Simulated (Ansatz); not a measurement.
Basis sets compared for (H2Ga-mu-H)2 (Ga₂H₆). Charge 0, multiplicity 1. Geometry PBE0-D4/def2-TZVP. Ansatz on 4 threads of Arm Neoverse V2 on a shared host; times are rough, and most runs start from earlier orbitals.

```xyz
8

Ga    0.928   -0.872    0.226
H     0.722   -2.234   -0.494
H     2.064   -0.396    1.174
H     0.611    0.408   -0.930
Ga   -0.928    0.872   -0.226
H    -0.736    2.240    0.488
H    -2.056    0.381   -1.176
H    -0.605   -0.399    0.937
```

Binding counts from free atoms (Ga doublet, H doublet) in the same basis, without a counterpoise term.

| level | functions | energy (Eh) | HOMO (eV) | LUMO (eV) | binding per atom (eV) | wall time |
| --- | --- | --- | --- | --- | --- | --- |
| PBE-D4/def2-SVP | 94 | -3852.1839 | -7.41 | -1.95 | 2.23 | 0.55 s |
| PBE0-D4/def2-SVP | 94 | -3852.2753 | -8.67 | -1.18 | 2.25 | 0.8 s |

(1) Estimate the rows for PBE-D4/def2-TZVP (with forces), PBE0-D4/def2-TZVP.

## Answers

(1) 
```json
{"level": "PBE-D4/def2-TZVP (with forces)", "functions": "132", "energy (Eh)": "-3852.6844", "HOMO (eV)": "-7.44", "LUMO (eV)": "-1.96", "binding per atom (eV)": "2.23", "wall time": "0.95 s"}
{"level": "PBE0-D4/def2-TZVP", "functions": "132", "energy (Eh)": "-3852.7722", "HOMO (eV)": "-8.69", "LUMO (eV)": "-1.18", "binding per atom (eV)": "2.25", "wall time": "1 s"}
```
